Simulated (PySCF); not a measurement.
## From PBE to CCSD(T): MPb along the third period

PBE and CCSD(T) in PySCF with def2-SVP on every atom (core potentials on Pb), for the lowest determinant that a PBE0 search found; no spin–orbit coupling.

| molecule | state (unpaired electrons) | PBE Re (Å) | PBE ωe (cm⁻¹) | PBE De (eV) | CCSD(T) Re (Å) | CCSD(T) ωe (cm⁻¹) | CCSD(T) De (eV) |
| --- | --- | --- | --- | --- | --- | --- | --- |
| NaPb | quartet (σ ↑, π ↑↑) | 2.992 | 158 | 1.07 | 3.000 | 170 | 1.05 |
| MgPb | triplet (π ↑↑) | 2.833 | 204 | 0.95 | ? | ? | ? |
| AlPb | quartet (σ ↑, π ↑↑) | 2.742 | 237 | 2.26 | 2.735 | 246 | 1.85 |
| SiPb | triplet (π ↑↑) | 2.637 | 300 | 2.82 | 2.620 | 308 | 2.04 |
| PbS | singlet (closed shell) | 2.341 | 422 | 4.93 | 2.343 | 417 | 4.00 |
| PbCl | doublet (π ↑) | 2.508 | 314 | 3.91 | 2.499 | 324 | 3.15 |

**Question.** Estimate the CCSD(T) values of MgPb by adding the mean shift from PBE to CCSD(T) of the other rows, and compare with the calculation.

**Answer.** The mean shifts are -0.5 pm, +7 cm⁻¹ and -0.58 eV, which give 2.828 Å, 211 cm⁻¹ and 0.37 eV. CCSD(T)/def2-SVP gives Re = 2.881 Å, ωe = 192 cm⁻¹, De = 0.63 eV.

**Question.** What are the mean differences of PBE from CCSD(T) over the whole series?

**Answer.** Re -0.4 pm, ωe -4 cm⁻¹, De +0.54 eV.

In a basis of this size CCSD(T) is itself not converged; it tends to give bonds that are too long and too weak.

Correlated steps freeze the inner cores (5 to 9 orbitals); shallow outer-core shells are correlated. UHF and ROHF references stand side by side, which adds small steps between rows. Correlated levels converge slowly with the basis: in double zeta they bind strong bonds too weakly, by up to about 1 eV, and carry superposition errors of some tenths. Spin–orbit coupling is left out, which matters for elements this heavy, above all for dissociation energies. Where the molecule has an RHF reference, its open-shell atoms are computed with UHF. The CCSD T1 diagnostic is raised in PbS, a sign that a single reference may not be enough there. States were picked by a PBE0 search and need not be the measured ground states.
